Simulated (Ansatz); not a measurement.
A set of 12 reactions (isomerisation), with CCSD(T)/CBS values in kJ/mol:

```json
{"reaction": "`O=CB[SiH3]` → `O[SiH]1BC1`", "ΔE": "-112.3"}
{"reaction": "`C/C=[C](\\N)[AlH2]` → `C=[N][AlH][CH2]C`", "ΔE": "-76.1"}
{"reaction": "`C/C=C/C(C)C` → `CC/C=C\\CC`", "ΔE": "9.6"}
{"reaction": "`C#CO[SiH2]F` → `FC1=C[SiH2]O1`", "ΔE": "90.5"}
{"reaction": "`C=C=C(F)N[SiH3]` → `CC[Si]1(F)C=N1`", "ΔE": "-235.6"}
{"reaction": "`C[SiH]1BCC1` → `CC1([SiH3])BC1`", "ΔE": "58.3"}
{"reaction": "`C=CC(=O)OC` → `O=CC1(O)CC1`", "ΔE": "71.5"}
{"reaction": "`C[SiH](F)CN` → `C[SiH2]C(N)F`", "ΔE": "200.3"}
{"reaction": "`C/C=C/CC` → `C=C(C)CC`", "ΔE": "-3.3"}
{"reaction": "`OC[SiH2]F` → `OC(F)[SiH3]`", "ΔE": "190.3"}
{"reaction": "`B[SiH2]N[SiH3]` → `NB[SiH2][SiH3]`", "ΔE": "-64.2"}
{"reaction": "`C/C=[C](\\N)[AlH2]` → `C/C=C\\[NH][AlH2]`", "ΔE": "-95.5"}
```

Calculated with Ansatz (gas phase, PBE0-D4/def2-TZVP geometries, no zero-point term in ΔE). CCSD(T)/CBS adds triple-zeta CCSD(T) − MP2 to the extrapolated MP2 energy (def2 sets, frozen cores). Double bonds are as drawn, so ΔE can hold a change between cis and trans. DFT in def2-TZVPP. B3LYP here is the variant with VWN-RPA as its local correlation; programs differ in this. One conformer a species, not always the lowest.

Question: Give the mean, mean absolute and largest difference (level minus CCSD(T)/CBS, kJ/mol) for: PBE-D4, B3LYP-D4, ωB97M-V, PBE, r2SCAN, PBE0, B3LYP, HF/def2-TZVPP, CCSD/def2-TZVPP, CCSD(T)/def2-TZVPP, HF/def2-QZVPP, MP2/def2-QZVPP, HF/CBS(def2), CCSD/CBS(def2). (An estimate is asked.)

Answer: The calculation gave: 
```tsv
level	mean	mean absolute	largest
PBE-D4	-6.0	16.5	-42.6
B3LYP-D4	1.9	8.8	31.5
ωB97M-V	-3.1	4.7	-18.4
PBE	-6.0	16.4	-41.2
r2SCAN	-4.0	8.3	-29.7
PBE0	-5.9	12.0	-38.9
B3LYP	2.0	10.1	32.5
HF/def2-TZVPP	9.5	16.0	43.4
CCSD/def2-TZVPP	0.5	3.1	11.4
CCSD(T)/def2-TZVPP	-0.5	3.3	10.0
HF/def2-QZVPP	9.9	16.3	42.1
MP2/def2-QZVPP	-1.6	7.1	-15.7
HF/CBS(def2)	10.0	16.3	41.9
CCSD/CBS(def2)	1.0	2.2	5.9
```

The largest T1 diagnostic in the set is 0.021, for `O=CB[SiH3]` (customary mark 0.02).

CCSD(T)/CBS is a level of theory with its own doubt, and the functionals carry their triple-zeta basis error, so these figures describe this set and don't rank the functionals.
